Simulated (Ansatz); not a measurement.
Geometry optimisation, RKS PBE0-D4/def2-SVP (Ansatz).

The input (input.yaml):

```yaml
crystal:
  periodic: [false, false, false]
  atoms:
    - { symbol: Ga, position_ang: [0.489675, -0.486295, 0.203539] }
    - { symbol: C, position_ang: [0.815977, 1.376646, -0.369585] }
    - { symbol: C, position_ang: [-0.623581, -1.87373, -0.601067] }
    - { symbol: Cl, position_ang: [1.67312, -1.060638, 1.935424] }
    - { symbol: H, position_ang: [-0.951232, 1.90833, 1.119089] }
    - { symbol: F, position_ang: [-1.612345, 1.384485, 1.462111] }
    - { symbol: H, position_ang: [-0.052707, 1.816371, -0.884399] }
    - { symbol: H, position_ang: [1.65099, 1.383376, -1.089122] }
    - { symbol: H, position_ang: [1.132193, 2.01419, 0.472293] }
    - { symbol: H, position_ang: [-0.001761, -2.72821, -0.90967] }
    - { symbol: H, position_ang: [-1.351313, -2.240688, 0.138839] }
    - { symbol: H, position_ang: [-1.169015, -1.493837, -1.477453] }
basis:
  gaussian: { orbitals: def2-SVP }
hamiltonian:
  xc: pbe0
  dispersion: d4
relax:
  f_tol: 0.03
  max_steps: 50
output:
  orbitals: {}
```

Command:

```bash
$ ansatz run input.yaml --threads 4 --pin off --max-ram 5120MiB --backend cpu --events-out ev --progress --plain --runs-dir out
```

Where does it end, and by what steps?

The run converged. After 20 steps the energy has fallen by 0.464 eV; H5 moved furthest, 1.65 Å.

```csv
step,energy less start (eV),largest force component (eV/Å),accepted
0,0.0000,0.651,yes
1,-0.0475,0.824,yes
2,-0.1063,0.823,yes
3,-0.1596,0.206,yes
4,-0.1737,0.198,yes
5,-0.1790,0.662,yes
6,-0.1863,0.382,yes
7,-0.1879,0.219,yes
8,-0.1941,0.697,yes
9,-0.2003,0.851,yes
10,-0.2166,0.289,yes
11,-0.2211,0.157,yes
12,-0.2333,1.050,yes
13,-0.2535,1.784,yes
14,-0.3483,0.828,yes
15,-0.3786,0.366,yes
16,-0.4502,0.194,yes
17,-0.4583,0.203,yes
18,-0.4597,0.314,yes
19,-0.4632,0.133,yes
20,-0.4639,0.014,yes
```

```xyz
12
Properties=species:S:1:pos:R:3
Ga 0.191 -0.098 0.123
C 1.010 1.475 -0.691
C -0.710 -1.693 -0.547
Cl 0.909 -0.402 2.255
H -0.871 0.575 2.089
F -1.424 0.847 1.355
H 0.330 1.937 -1.422
H 1.934 1.190 -1.217
H 1.267 2.215 0.080
H 0.038 -2.455 -0.817
H -1.361 -2.118 0.231
H -1.314 -1.472 -1.439
```

Whether the end is a true minimum wasn't checked by a vibrational analysis.

Time of the run: 93 s on 4 threads of Arm Neoverse N1 (shared host), peak memory 0.34 GiB.
